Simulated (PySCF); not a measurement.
Bonds: C1-C2, C2-C3, C3-C4, C4-N5, C4-C6, C6-O7, C6-C2. C1 carries H8, H9, H10; C2 carries H11; C3 carries H12, H13; N5 carries H14; C6 carries H15; O7 carries H16.

Computed data (PySCF 2.14.0 with density-fitted response routines): σ from GIAO-PBE0/pcSseg-1, GFN2-xTB structure. Equivalent nuclei averaged, no relativistic terms, no solvent, one computed conformer.

Scale: $^{13}$C and $^{1}$H against TMS; $^{15}$N vs NH3; $^{17}$O vs H2O (reference shieldings calculated alike).

```tsv
atoms	nucleus	count	Hirshfeld charge	δ (ppm)
H12	$^{1}$H	1	0.05	1.71
C3	$^{13}$C	1	-0.08	41.0
H11	$^{1}$H	1	0.04	2.25
N5	$^{15}$N	1	-0.24	?
C2	$^{13}$C	1	-0.03	30.2
C1	$^{13}$C	1	-0.12	14.7
O7	$^{17}$O	1	-0.22	?
H15	$^{1}$H	1	0.05	4.92
H13	$^{1}$H	1	0.05	2.64
C4	$^{13}$C	1	0.08	?
H14	$^{1}$H	1	0.11	10.46
C6	$^{13}$C	1	0.04	80.1
H8/H9/H10	$^{1}$H	3	0.04	1.02
H16	$^{1}$H	1	0.16	?
```

**Question.** Complete the table.

**Answer.** 
- C4: 188.8 ppm, carbon bonded to 2 C, N
- H16: 1.75 ppm, hydrogen on an oxygen bonded to C
- N5: 333.5 ppm, nitrogen bonded to C, H
- O7: 45.5 ppm, oxygen bonded to C, H

The OH or NH signal is concentration- and solvent-dependent in practice; the value given is the gas-phase one. Shifts are as computed. Against solution values, carbons near 30 ppm lie about +3 ppm off and those near 130 ppm about +5 ppm. Of 1211 compounds with measured shifts, 218 miss one by over three times the rms of a fit or turn the order of signals round; such compounds aren't used in these exercises. Experimental scales use liquid or dissolved standards, which lie at an offset from isolated NH3 (liquid NH3: subtract about 20 ppm) and H2O (liquid H2O: subtract about 36 ppm). Unscaled 15N shifts of sp2 nitrogen come out 20 to 40 ppm too high even then.
